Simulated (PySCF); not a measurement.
C3H9BN2. Atoms are numbered in the order given.

```xyz
15

C      2.1842    -1.2984    -0.0461
C      1.5841    -0.1387     0.2602
C      0.5633     0.5721    -0.5752
B     -0.9384     0.3689    -0.0333
N     -1.2547    -0.8405     0.6331
N     -1.9049     1.3868    -0.2560
H      1.9993    -1.8031    -1.0008
H      2.8900    -1.7778     0.6381
H      1.8103     0.3203     1.2320
H      0.5998     0.1965    -1.6146
H      0.7949     1.6519    -0.6196
H     -2.1710    -1.0926     0.9833
H     -0.5410    -1.5429     0.7950
H     -2.8797     1.3180     0.0129
H     -1.6829     2.2509    -0.7338
```

The structure is a stationary point at TPSSh-D3(BJ)/def2-SVP. The structure was generated by enumeration, and PubChem lists no compound with its InChIKey, so it may never have been made. The values are those of a single conformer.

Computed with PySCF with B3LYP/pcSseg-1.

GIAO shieldings, no solvent; atoms listed in one row are averaged. δ = σ(ref) − σ: ¹³C against TMS (σ = 181.3 ppm); ¹¹B against BF3 (σ = 86.3 ppm); ¹⁵N against NH3 (σ = 265.5 ppm); ¹H against TMS (σ = 31.68 ppm), references at their B3LYP-D3(BJ)/def2-TZVP geometries, non-relativistic.

```json
[
 {"nucleus": "¹³C", "atoms": "C2", "count": "1", "δ (ppm)": "154.1"},
 {"nucleus": "¹³C", "atoms": "C1", "count": "1", "δ (ppm)": "120.2"},
 {"nucleus": "¹³C", "atoms": "C3", "count": "1", "δ (ppm)": "30.6"},
 {"nucleus": "¹¹B", "atoms": "B4", "count": "1", "δ (ppm)": "16.4"},
 {"nucleus": "¹⁵N", "atoms": "N5", "count": "1", "δ (ppm)": "72.4"},
 {"nucleus": "¹⁵N", "atoms": "N6", "count": "1", "δ (ppm)": "66.4"},
 {"nucleus": "¹H", "atoms": "H9", "count": "1", "δ (ppm)": "6.32"},
 {"nucleus": "¹H", "atoms": "H7, H8", "count": "2", "δ (ppm)": "5.29"},
 {"nucleus": "¹H", "atoms": "H13", "count": "1", "δ (ppm)": "2.80"},
 {"nucleus": "¹H", "atoms": "H12", "count": "1", "δ (ppm)": "2.30"},
 {"nucleus": "¹H", "atoms": "H14", "count": "1", "δ (ppm)": "2.24"},
 {"nucleus": "¹H", "atoms": "H15", "count": "1", "δ (ppm)": "2.21"},
 {"nucleus": "¹H", "atoms": "H10", "count": "1", "δ (ppm)": "1.95"},
 {"nucleus": "¹H", "atoms": "H11", "count": "1", "δ (ppm)": "1.71"}
]
```
